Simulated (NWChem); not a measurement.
System: InClF2; SMILES [F][In]([F])[Cl]

Input file for NWChem:

```
start job
memory heap 200 mb stack 900 mb global 1100 mb
geometry units angstroms noautoz
  In     0.000000     0.000000     0.284562
  F      0.000000    -1.653461     1.296014
  F      0.000000     1.653461     1.296014
  Cl     0.000000     0.000000    -2.023836
end
basis spherical
  * library def2-svpd
end
ecp
  In library def2-ecp
end
dft
  xc xcamb88 1.00 lyp 0.81 vwn_5 0.19 hfexch 1.00
  cam 0.33 cam_alpha 0.19 cam_beta 0.46
  iterations 150
end
tddft
  cis
  nroots 6
  notriplet
end
task tddft energy
```

NWChem printed, in part:

```
             Northwest Computational Chemistry Package (NWChem) 7.3.0
             --------------------------------------------------------

 C2V symmetry detected

                             Geometry "geometry" -> ""
                             -------------------------

 Output coordinates in angstroms (scale by  1.889725989 to convert to a.u.)

  No.       Tag          Charge          X              Y              Z
 ---- ---------------- ---------- -------------- -------------- --------------
    1 In                  49.0000     0.00000000     0.00000000     0.25043607
    2 F                    9.0000     0.00000000    -1.65346100     1.26188807
    3 F                    9.0000     0.00000000     1.65346100     1.26188807
    4 Cl                  17.0000     0.00000000     0.00000000    -2.05796193

 Effective nuclear repulsion energy (a.u.)     488.3759336051

      Symmetry information
      --------------------

 Group name             C2v
 Group number             16
 Group order               4
 No. of unique centers     3

                                 NWChem DFT Module
                                 -----------------

 Summary of "ao basis" -> "ao basis" (spherical)
 ------------------------------------------------------------------------------
       Tag                 Description            Shells   Functions and Types
 ---------------- ------------------------------  ------  ---------------------
 In                        def2-svpd                12       32   5s4p3d
 F                         def2-svpd                 9       23   4s3p2d
 Cl                        def2-svpd                11       27   5s4p2d

      Symmetry analysis of basis
      --------------------------

        a1         44
        a2         12
        b1         20
        b2         29

            General Information
            -------------------
          SCF calculation type: DFT
          Wavefunction type:  closed shell.
          No. of atoms     :     4
          No. of electrons :    56
           Alpha electrons :    28
            Beta electrons :    28
          Charge           :     0
          Spin multiplicity:     1
          Use of symmetry is: off; symmetry adaption is: on
          Maximum number of iterations: 150
          AO basis - number of functions:   105
                     number of shells:    41
          Convergence on energy requested:  1.00D-06
          Convergence on density requested:  1.00D-05
          Convergence on gradient requested:  5.00D-04

              XC Information
              --------------
                     Hartree-Fock (Exact) Exchange  1.000
                   CAM-Becke88 Exchange Functional  1.000
                      VWN V Correlation Functional  0.190 local
              Lee-Yang-Parr Correlation Functional  0.810

           Range-Separation Parameters
           ---------------------------
           Alpha           :  0.19
           Beta            :  0.46
           Gamma           :  0.33
           Short-Range HF  :     F

             Grid Information
             ----------------
          Grid used for XC integration:  medium
          Radial quadrature: Mura-Knowles
          Angular quadrature: Lebedev.
          Tag              B.-S. Rad. Rad. Pts. Rad. Cut. Ang. Pts.
          ---              ---------- --------- --------- ---------
          In                  1.55      123          12.0       590
          F                   0.50       49          13.0       434
          Cl                  1.00       88          12.0       590
          Grid pruning is: on
          Number of quadrature shells:   309
          Spatial weights used:  Erf1

      Superposition of Atomic Density Guess
      -------------------------------------

 Sum of atomic energies:        -875.97277933

      Non-variational initial energy
      ------------------------------

 Total energy =    -847.115619
 1-e energy   =   -1729.554968
 2-e energy   =     640.779929
 HOMO         =      -0.459470
 LUMO         =      -0.137391

      Symmetry analysis of molecular orbitals - initial
      -------------------------------------------------

  Numbering of irreducible representations:

     1 a1          2 a2          3 b1          4 b2

  Orbital symmetries:

[...]

                                NWChem TDDFT Module
                                -------------------

            General Information
            -------------------
           No. of orbitals :     210
            Alpha orbitals :     105
             Beta orbitals :     105
        Alpha frozen cores :       0
         Beta frozen cores :       0
     Alpha frozen virtuals :       0
      Beta frozen virtuals :       0
         Spin multiplicity :       1
    Number of AO functions :     105
        Use of symmetry is : off
      Symmetry adaption is : on
         Schwarz screening :  0.10D-07

              XC Information
              --------------
              Hartree-Fock (Exact) Exchange   1.00
            CAM-Becke88 Exchange Functional   1.00
               VWN V Correlation Functional   0.19 local
       Lee-Yang-Parr Correlation Functional   0.81
           Alpha           :  0.19
           Beta            :  0.46
           Gamma           :  0.33

             TDDFT Information
             -----------------
          Calculation type : Tamm-Dancoff TDDFT
         Wavefunction type : Restricted singlets
          No. of electrons :      56
           Alpha electrons :      28
            Beta electrons :      28
              No. of roots :       6
          Max subspacesize :    5200
            Max iterations :     100
               Target root :       1
           Target symmetry : none
      Symmetry restriction : off
                 Algorithm : Optimal
        Davidson threshold :  0.10D-03

    6 smallest eigenvalue differences (eV)
--------------------------------------------------------
  No. Spin  Occ  Vir  Irrep   E(Occ)    E(Vir)   E(Diff)
--------------------------------------------------------
    1    1   28   29 b2       -0.419    -0.097     8.769
    2    1   27   29 b1       -0.424    -0.097     8.900
    3    1   26   29 a1       -0.454    -0.097     9.729
    4    1   25   29 b2       -0.471    -0.097    10.189
    5    1   24   29 a2       -0.475    -0.097    10.295
    6    1   28   30 a2       -0.419    -0.037    10.405
--------------------------------------------------------

  Entering Davidson iterations
  Restricted singlet excited states

  Iter   NTrls   NConv    DeltaV     DeltaE      Time
  ----  ------  ------  ---------  ---------  ---------
    1      6       0     0.14E+00   0.10+100       18.4
    2     12       0     0.61E-01   0.20E-01       20.1
    3     18       0     0.35E-01   0.60E-02       20.0
    4     24       0     0.15E-01   0.11E-02       16.1
    5     30       1     0.68E-01   0.15E-02       23.4
    6     35       2     0.20E-01   0.47E-02       16.2
    7     39       3     0.41E-02   0.28E-03       16.1
    8     42       4     0.11E-02   0.17E-04       18.3
    9     44       4     0.76E-03   0.24E-05       13.2
   10     46       4     0.32E-03   0.58E-06       12.6
   11     48       5     0.15E-03   0.89E-07       12.6
   12     49       6     0.88E-04   0.97E-08       11.7
  ----  ------  ------  ---------  ---------  ---------
  Convergence criterion met

  Ground state a1       -849.783356259146 a.u.

  ----------------------------------------------------------------------------
  Root   1 singlet b2             0.191464865 a.u.                5.2100 eV
  ----------------------------------------------------------------------------
     Transition Moments    X -0.00000   Y -0.38730   Z -0.00000
     Dipole Oscillator Strength                    0.0191461777
     Electric Quadrupole                           0.0000000040
     Magnetic Dipole                               0.0000000467
     Total Oscillator Strength                     0.0191462285

     Occ.   25  b2  ---  Virt.   29  a1       0.06335
     Occ.   28  b2  ---  Virt.   29  a1       0.98427
     Occ.   28  b2  ---  Virt.   31  a1      -0.06018
     Occ.   28  b2  ---  Virt.   33  a1      -0.10580
     Occ.   28  b2  ---  Virt.   41  a1      -0.05529
  ----------------------------------------------------------------------------
  Root   2 singlet b1             0.194619178 a.u.                5.2959 eV
  ----------------------------------------------------------------------------
     Transition Moments    X -0.28830   Y -0.00000   Z -0.00000
     Dipole Oscillator Strength                    0.0107840745
     Electric Quadrupole                           0.0000000398
     Magnetic Dipole                               0.0000001267
     Total Oscillator Strength                     0.0107842411

     Occ.   23  b1  ---  Virt.   29  a1       0.05331
     Occ.   27  b1  ---  Virt.   29  a1       0.98703
     Occ.   27  b1  ---  Virt.   31  a1      -0.06245
     Occ.   27  b1  ---  Virt.   33  a1      -0.10214
     Occ.   27  b1  ---  Virt.   41  a1      -0.05353
  ----------------------------------------------------------------------------
  Root   3 singlet a1             0.231733225 a.u.                6.3058 eV
  ----------------------------------------------------------------------------
     Transition Moments    X  0.00000   Y  0.00000   Z  0.85379
     Dipole Oscillator Strength                    0.1126165416
     Electric Quadrupole                           0.0000000149
     Magnetic Dipole                               0.0000000000
     Total Oscillator Strength                     0.1126165566

[...]
```

Level: CAM-B3LYP/def2-SVPD with def2 effective core potentials on In, TDA. All runs use the structure optimised with PBE0/def2-SVP. Not confirmed as a minimum by frequencies. def2 effective core potentials on In; no spin-orbit coupling.
